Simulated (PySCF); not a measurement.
H₇FSSi₃, SMILES `S[Si@H](F)[SiH2][SiH3]` (Si–Si–S–H torsion 162°, S–Si–Si–Si torsion 48°), neutral singlet in the gas phase. 

Cartesian coordinates (Å):
SMILES: F[Si@@H](S)[SiH2][SiH3]
```xyz
12

F     -1.6610     0.3732    -2.0935
Si    -1.6095     0.5228    -0.4754
S     -2.0680    -1.3279     0.4988
Si     0.5791     1.0628     0.1705
Si     1.9593    -0.8166    -0.0957
H     -2.6602     1.5274    -0.1311
H     -3.4087    -1.2071     0.3421
H      1.0733     2.2072    -0.6605
H      0.5469     1.4914     1.6059
H      3.3504    -0.5181     0.3674
H      1.9972    -1.2119    -1.5368
H      1.4123    -1.9526     0.7085
```
Charge 0, spin multiplicity 1.

All levels are single points at this geometry (PBE-D3(BJ)/def2-TZVP); Pople sets use spherical d functions. Orbital energies aren't observables, and empty levels follow the basis.

```tsv
level	HOMO (eV)	LUMO (eV)	gap (eV)	dipole (D)	vertical IE, Delta-SCF (eV)
PBE-D3(BJ)/def2-TZVP in PySCF	-6.72	-1.58	5.14	1.07	–
B3LYP/6-311+G** in PySCF	-7.74	-1.03	6.71	1.40	–
B3LYP/6-31G* in PySCF	-7.56	-0.50	7.06	1.22	9.69
B3LYP/LANL2DZ in PySCF	-7.78	-0.40	7.38	1.98	–
HF/3-21G in PySCF	-10.86	2.74	13.61	1.89	–
HF/STO-3G in PySCF	-7.23	9.62	16.85	1.19	–
```
